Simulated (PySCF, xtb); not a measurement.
Si(CF3)(F)(H)2 (CH₂F₄Si), SMILES F[SiH2]C(F)(F)F.

Harmonic wavenumbers (cm⁻¹) from xtb 6.7.1 with GFN2-xTB at its own minimum, in rising order: 32, 121, 187, 247, 392, 446, 462, 516, 558, 657, 696, 729, 861, 1022, 1035, 1143, 2411, 2413.

Problem. What does PySCF with PBE-D3(BJ)/def2-SVP give at its own minimum? (The exact figures need the calculation; the answer reports its results.)

Solution. 68, 123, 198, 270, 406, 479, 511, 614, 709, 719, 838, 883, 934, 1096, 1120, 1201, 2211, 2231. Paired by order, the mean absolute difference is 81 cm⁻¹ and the zero-point energies are 19.9 and 20.9 kcal/mol.
